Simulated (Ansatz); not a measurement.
ClTe (SMILES Cl[Te+]), charge +1, singlet, geometry from GFN2-xTB (all electrons, no relativity); Ansatz (a program for electronic structure) with PBE/STO-3G.

Here is a job for Ansatz.
Ansatz 0.2 input:
```yaml
crystal:
  periodic: [false, false, false]
  atoms:
    - {symbol: Te, position_ang: [-0.00000000, -0.00000000, -0.54662571]}
    - {symbol: Cl, position_ang: [0.00000000, 0.00000000, 1.67203160]}
basis:
  gaussian:
    orbitals: STO-3G
    final_grid: {core_spheres: 4, valence_spheres: 8, degree: 17}
hamiltonian:
  xc: pbe
total_charge: 1
```

What the program printed (banner, timings and long lists left out):

```
Functional definition: PBE
374 factors; integrals over basis functions are off by at most 1.2e-5 eV
mean field evaluation 1: about -190565.6104 eV, gradient 1.9e1 eV
mean field evaluation 2: about -190537.1946 eV, gradient 6.3e1 eV
mean field evaluation 4: about -190568.7482 eV, gradient 3.4e0 eV
mean field evaluation 8: about -190568.7285 eV, gradient 3.1e0 eV
mean field evaluation 16: about -190567.9294 eV, gradient 1.0e1 eV
mean field evaluation 32: about -190568.8070 eV, gradient 1.2e1 eV
mean field -190568.88981356 eV, -7003.2775284155 hartree, gradient 1.8e-5 eV, S^2 0.000000; 2 other end points of the search recorded, 0 dependent functions left out
reference -190568.88982852 eV, -7003.2775289652 hartree; 34, 34 occupied and 2, 2 virtual orbitals, 374 factors
Total energy: -190568.88982852 eV, -7003.2775289652 hartree
```
